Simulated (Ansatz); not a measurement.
Input file for Ansatz (a program for electronic structure): U-B3LYP/cc-pV(T+d)Z on AlClFH (SMILES [F][AlH][Cl]), a point of a bond scan (R = 3.131 Å). Files ending in .json are basis or fitting sets from the Basis Set Exchange.

Ansatz 0.2 input:
```yaml
crystal:
  periodic: [false, false, false]
  atoms:
    - {symbol: Al, position_ang: [-0.56121200, 0.17720720, -0.47070291]}
    - {symbol: H, position_ang: [-1.75578251, -0.36994628, -1.30318825]}
    - {symbol: F, position_ang: [-0.21592676, 1.78615354, -0.49600494]}
    - {symbol: Cl, position_ang: [1.25074241, -1.67764441, 1.28414886]}
basis:
  gaussian:
    orbitals: cc-pV_T+d_Z.json
hamiltonian:
  xc: {name: B3LYP}
magnetization: {spin_polarized: true, initial_magnetization: 0}
```

The log:

```
WARN ansatz: RAYON_NUM_THREADS=1 ignored (pool sized by the plan → 1); use --threads N
Functional definition: B3LYP
integrals: 0.04 GiB planned
842 factors; their error is unknown
mean field: 0.50 GiB planned
mean field evaluation 1: about -21852.5539 eV, gradient 3.2e1 eV
mean field evaluation 2: about -21821.3148 eV, gradient 8.3e1 eV
mean field evaluation 4: about -21856.5573 eV, gradient 7.8e0 eV
mean field evaluation 8: about -21856.9229 eV, gradient 9.0e-2 eV
mean field evaluation 16: about -21855.4876 eV, gradient 6.8e0 eV
mean field -21856.92288799 eV, -803.2271009792 hartree, gradient 3.2e-5 eV, S^2 0.000000; 1 other end points of the search recorded, 0 dependent functions left out
reference -21856.92313111 eV, -803.2271099136 hartree; 20, 20 occupied and 102, 102 virtual orbitals, 842 factors
Total energy: -21856.92313111 eV, -803.2271099136 hartree
```

The calculation finished and met its thresholds.

Cost: very roughly 4 core-seconds.
